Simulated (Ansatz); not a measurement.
`[SiH3][GeH2][SiH2]Cl` + `BNC` → `BN(C)[SiH2]Cl` + `[SiH3][GeH3]` at 298.15 K and 1 bar (cleavage of the Si–Ge bond).

Computed with Ansatz on PBE0-D4/def2-TZVP structures; ΔE is electronic, products minus reactants. CBS: MP2 limit from def2 TZ/QZ plus the TZ coupled-cluster correction, frozen cores. For Ge outer-core shells are correlated without core-valence functions, which leaves a few kJ/mol of doubt a bond. Scalar relativity is left out up to krypton. Each species was taken in one conformer, which may not be the lowest.

| species | CCSD(T)/CBS energy (Eh) | H − E (kJ/mol) | S (J/(mol·K)) |
| --- | --- | --- | --- |
| `[SiH3][GeH2][SiH2]Cl` | -3118.30397 | 181.4 | 401.8 |
| `BNC` | -121.18426 | 215.2 | 268.0 |
| `BN(C)[SiH2]Cl` | -870.71740 | 247.1 | 353.6 |
| `[SiH3][GeH3]` | -2368.78170 | 140.9 | 292.8 |

H − E and S are ideal-gas, rigid-rotor, harmonic terms from PBE0-D4/def2-TZVP, for one conformer and one mirror image of each species. 1 Eh = 2625.50 kJ/mol, R = 8.31446 J/(mol·K).

Task: By hand: ΔE, ΔH, ΔS and ΔG.

Result: ΔE = (-870.71740) + (-2368.78170) − (-3118.30397) − (-121.18426) = -0.01087 Eh = -28.5 kJ/mol. Δ(H − E) = 247.1 + 140.9 − 181.4 − 215.2 = -8.6, so ΔH = -37.1 kJ/mol. ΔS = 353.6 + 292.8 − 401.8 − 268.0 = -23.4 J/(mol·K). ΔG = -37.1 − 298.15 × (-23.4)/1000 = -30.1 kJ/mol.

Task: By hand: the equilibrium constant, and the temperature at which ΔG would vanish if ΔH and ΔS stayed fixed.

Result: log₁₀ K = −ΔG/(RT ln 10) = 5.3. ΔG = 0 at ΔH/ΔS = 1585 K.

ΔH outweighs TΔS. A doubt of 5 kJ/mol in ΔE shifts log₁₀ K by 0.9 here. Other conformers and mirror images would add mixing entropy, several J/(mol·K) or more a flexible species. Modes under 60 cm⁻¹, often nearly free rotors, make the harmonic entropy too high. These are equilibria of isolated gas molecules and say nothing of rates. Largest T1 diagnostic: 0.012 (customary marks: 0.02 for closed shells, 0.045 for open ones).
